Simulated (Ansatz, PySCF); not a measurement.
disilanylformaldehyde (CH₆OSi₂), SMILES [SiH3][SiH2]C=O. Atoms are numbered in the order given.

```xyz
10

O      2.3274     0.4023    -0.2559
C      1.5812     0.0976     0.6448
Si    -0.0614    -0.8804     0.3116
Si    -1.6465     0.6638    -0.4893
H      1.8138     0.4113     1.7037
H     -0.5365    -1.5085     1.5813
H      0.2159    -1.9308    -0.7080
H     -2.9423    -0.0189    -0.7753
H     -1.1296     1.2941    -1.7375
H     -1.8716     1.7233     0.5377
```

Geometry: B3LYP-D3(BJ)/def2-SVP. One conformer was computed; it need not be the lowest.

Two levels are set side by side: PBE-D3(BJ)/def2-SVP (Ansatz, a quantum-chemistry and plane-wave program) and B3LYP-D3(BJ)/def2-SVP (Ansatz). Each level has its own optimised geometry; the coordinates shown are those of the second. Frequencies come from the Hessian of PySCF at each geometry. Differences are taken from unrounded values.

| quantity | B3LYP-D3(BJ) |
|---|---|
| mean bond length (Å) | 1.566 |
| bond O1–C2 (Å) | 1.209 |
| bond C2–Si3 (Å) | 1.941 |
| bond Si3–Si4 (Å) | 2.353 |
| bond C2–H5 (Å) | 1.129 |
| bond Si3–H6 (Å) | 1.494 |
| bond Si3–H7 (Å) | 1.490 |
| bond Si4–H8 (Å) | 1.492 |
| bond Si4–H9 (Å) | 1.491 |
| bond Si4–H10 (Å) | 1.493 |
| highest harmonic wavenumber (cm⁻¹) | 2795 |
| mean harmonic wavenumber (cm⁻¹) | 1088 |
| zero-point energy (kcal/mol) | 37.32 |

Question: What does PBE-D3(BJ) give, and how far is it from B3LYP-D3(BJ)? (The exact figures need the calculation; the answer reports its results.)

Answer: 
```tsv
quantity	PBE-D3(BJ)	PBE-D3(BJ) minus B3LYP-D3(BJ)
mean bond length (Å)	1.576	0.011
bond O1–C2 (Å)	1.216	0.008
bond C2–Si3 (Å)	1.951	0.010
bond Si3–Si4 (Å)	2.355	0.002
bond C2–H5 (Å)	1.139	0.011
bond Si3–H6 (Å)	1.508	0.014
bond Si3–H7 (Å)	1.503	0.013
bond Si4–H8 (Å)	1.505	0.013
bond Si4–H9 (Å)	1.504	0.013
bond Si4–H10 (Å)	1.505	0.013
highest harmonic wavenumber (cm⁻¹)	2705	-90
mean harmonic wavenumber (cm⁻¹)	1051	-37
zero-point energy (kcal/mol)	36.06	-1.27
```

GGA bonds tend to be longer and softer than those of functionals with exact exchange. Differences between two approximate levels are no errors against the true value.
